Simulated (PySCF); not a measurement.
CH4F2OSSi, SMILES CS[Si](O)(F)F. Atoms are numbered in the order given.

```xyz
10

C      2.0750     0.7419    -0.8648
S      1.4202    -0.4151     0.4152
Si    -0.6309    -0.0750     0.1080
O     -0.9454     1.5357     0.0895
F     -1.4363    -0.8379     1.2759
F     -1.1965    -0.6919    -1.2773
H      1.6742     1.7515    -0.7090
H      1.8327     0.3854    -1.8750
H      3.1650     0.7527    -0.7366
H     -1.7527     1.8328    -0.3492
```

The structure is a stationary point at B3LYP-D3(BJ)/def2-SVP. This is a generated structure with no PubChem entry under its InChIKey; it may be hypothetical. The values are those of a single conformer.

All values below come from PBE/pcSseg-1 (PySCF).

GIAO shieldings, no solvent; atoms listed in one row are averaged. δ = σ(ref) − σ: ¹³C against TMS (σ = 182.0 ppm); ³³S against H2S (σ = 706.5 ppm); ²⁹Si against TMS (σ = 335.4 ppm); ¹⁷O against H2O (σ = 334.3 ppm); ¹⁹F against CFCl3 (σ = 133.6 ppm); ¹H against TMS (σ = 31.49 ppm), references at their B3LYP-D3(BJ)/def2-TZVP geometries, non-relativistic.

Question: Estimate the chemical shifts. (The exact figures need the calculation; the answer reports its results.)

Answer: 
```tsv
nucleus	atoms	count	δ (ppm)
¹³C	C1	1	17.0
³³S	S2	1	59.1
²⁹Si	Si3	1	-35.7
¹⁷O	O4	1	67.8
¹⁹F	F5	1	-152.6
¹⁹F	F6	1	-154.0
¹H	H10	1	2.61
¹H	H7, H8, H9	3	2.39
```
